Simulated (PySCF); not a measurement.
## Spin states and ions at one geometry of [Ir6]−

PySCF 2.14.0, UKS B3LYP, Ir def2-SVP with ECP60; non-relativistic Hamiltonian with scalar-relativistic core potentials where named; density fitting; no spin-orbit coupling; singlets restricted, open shells unrestricted. The geometry is relaxed for charge -1, quartet, vacuum:

```xyz
6

Ir    1.4381    0.0000    0.0000
Ir   -0.7190    1.2454    0.0000
Ir   -0.7191   -1.2454    0.0000
Ir    1.4264    2.4703    0.0000
Ir   -2.8526    0.0001    0.0000
Ir    1.4262   -2.4704    0.0000
```

Energies count from the relaxed state; an electron taken off or put on is at rest in vacuum. Charges and spins are Mulliken's.

```
                     state  energy (eV)  spin squared  charge on Ir1 (e)  spin on Ir1 (e)  dipole about the centre of mass (D)
charge -1, quartet, vacuum         0.00          4.74              -0.22             0.93                                 0.22
 charge -1, sextet, vacuum        -0.02          8.83              -0.22             0.57                                 0.00
 charge 0, quintet, vacuum         2.76          6.93              -0.20             1.11                                 0.89
```

Q: What does the state charge 0, triplet, vacuum give?

A: energy (eV) 2.69, spin squared 3.54, charge on Ir1 (e) -0.15, spin on Ir1 (e) 1.10, dipole about the centre of mass (D) 0.12.

With an electron taken off (triplet, the lower of the two states computed) the charges change, summed by element, by Ir +1.00 e. The vertical ionisation energy is 2.69 eV, against −ε(HOMO) = 1.53 eV over both spins of the relaxed state. The level lies 1.2 eV too high, as is usual for semilocal functionals and global hybrids, which keep a self-interaction error.

Open shells may have lower solutions than those found. Spin squared well over S(S+1) tells of spin contamination.

No frequency check is given that shows the relaxed geometry to be a minimum. The relaxed state is spin-contaminated (spin squared 4.74 against 3.75).
